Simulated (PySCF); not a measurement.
Ionisation energy of Tb⁵⁸⁺ by level of theory

Tb⁵⁸⁺ [He] 2s2 2p3 (4S) → Tb⁵⁹⁺ [He] 2s2 2p2 (3P), as a difference of total energies. All numbers are calculated (PySCF 2.14, the spin-free X2C one-electron Hamiltonian (Gaussian nucleus), in an even-tempered Gaussian basis (19 s from 35 bohr⁻², ratio 2.2; 13 p from 46 bohr⁻², ratio 2.2; 5 d from 170 bohr⁻², ratio 2.4; 5 f from 260 bohr⁻², ratio 2.4; 4 g from 390 bohr⁻², ratio 2.4)). Correlated levels: nothing frozen; virtual orbitals above 40 to 60 times the deepest correlated orbital energy dropped. The calculations carry no spin-orbit coupling.

```tsv
method	ionisation energy (eV)	difference from reference (eV)
UHF	12868.4	+305.4
LDA	12861.1	+298.1
PBE	12863.0	+300.0
PBE0	12864.7	+301.7
r2SCAN	12868.9	+305.9
TPSS	12863.3	+300.3
M06-2X	12865.5	+302.5
MP2 (all electrons)	12868.5	+305.5
SCS-MP2 (all electrons)	12867.9	+304.9
```

Reference: 12563 ± 6 eV (theoretical estimate listed by NIST; NIST Atomic Spectra Database, ionization energies).

Spin-orbit coupling is strong in these open shells (close to jj coupling). The scalar numbers leave it out and a first-order estimate fails, so it can dominate the gap to the real levels.

For this ion Breit and QED terms and the two-electron picture change, all absent here, outweigh the differences among the correlated methods.
